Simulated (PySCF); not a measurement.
Identify the unknown among the candidates.

All candidates are C2H2ClF3O2S.

- Triplet: lowest triplet excitation (Tamm–Dancoff): 5.20 eV [TDA B3LYP/def2-SVPD]
- Dipole: 3.68 D [B3LYP/def2-SVPD]
- Rotational structure: rotational constants A, B, C: 2.437, 0.744, 0.723 GHz [GFN2-xTB]
- NMR, other nuclei: isotropic shieldings of nuclei other than C and H, by class: 21 (2 O), 243 (3 F), 196 (1 S), 340 (1 Cl) ppm [GIAO PBE0/pcSseg-1]
- UV, strongest line: among the 8 lowest singlet transitions: S6 at 7.74 eV (160 nm, f = 0.134) [TDDFT B3LYP/def2-SVPD]
- 1H NMR: chemical shifts (computed TMS as zero) by class: 3.96 (2 H) ppm [GIAO PBE0/pcSseg-1]
- 13C NMR: chemical shifts (computed TMS as zero) by class: 129.2 (1 C), 72.2 (1 C) ppm [GIAO PBE0/pcSseg-1]
- Polarisability: 68.6 au [B3LYP/def2-SVPD]

The electronic properties come from PySCF, for the isolated species, density fitting. Levels stand in brackets. One conformer (not necessarily the lowest) at the GFN2-xTB geometry, without solvent, vibrations or thermal averaging. GFN2-xTB frequencies show an imaginary mode (32i cm⁻¹), so this geometry is no minimum at that level. NMR values are class means; diastereotopic atoms form classes of their own.

Question: Which candidate is it?
A. `O=S(=O)(Cl)CC(F)(F)F`
B. `O=S(=O)(Cl)C(F)(F)CF`
C. `O=S(=O)(Cl)[C@@H](F)C(F)F`

Answer: A. It is `O=S(=O)(Cl)CC(F)(F)F`. Numbering: `[O:1]=[S:2](=[O:3])([Cl:4])[CH2:5][C:6]([F:7])([F:8])[F:9]`. 2 carbons fall into 2 classes; from least to most shielded: CF3 carbon [C6] (129.2 ppm), sp3 carbon bound to sulfur [C5] (72.2 ppm). All hydrogens form one class (3.96 ppm): methylene hydrogen. The other shieldings belong to: 21 ppm, sulfonyl oxygen [O1/O3]; 243 ppm, fluorine of a CF3 group [F7/F8/F9]; 196 ppm, sulfonyl sulfur [S2]; 340 ppm, chlorine bonded to S [Cl4]. The optimised geometry has point group Cs and is an asymmetric top.

The others, at the same levels:
- `O=S(=O)(Cl)[C@@H](F)C(F)F` fails: its computed 13C shifts are 118.6 (1 C), 111.4 (1 C) ppm, 1H shifts are 6.38 (1 H), 5.33 (1 H) ppm and rotational constant A is 1.727 GHz (against 2.437 GHz).
- `O=S(=O)(Cl)C(F)(F)CF` fails: its computed 13C shifts are 131.6 (1 C), 86.2 (1 C) ppm, 1H shifts are 5.48 (2 H) ppm and strongest line among the 8 lowest singlet transitions is S2 at 6.27 eV (198 nm, f = 0.082) (against S6 at 7.74 eV).

Each candidate is one conformer, not necessarily the lowest. The conformers computed, where there is a choice (atom-mapped SMILES and torsion angles):
- `[O:1]=[S:2](=[O:3])([Cl:4])[CH2:5][C:6]([F:7])([F:8])[F:9]`: O1–S2–C5–C6 -68°, S2–C5–C6–F7 180°
- `[O:1]=[S:2](=[O:3])([Cl:4])[C@@H:5]([F:6])[CH:7]([F:8])[F:9]`: O1–S2–C5–F6 -87°, S2–C5–C7–F8 49°
- `[O:1]=[S:2](=[O:3])([Cl:4])[C:5]([F:6])([F:7])[CH2:8][F:9]`: O1–S2–C5–F6 178°, S2–C5–C8–F9 -20°
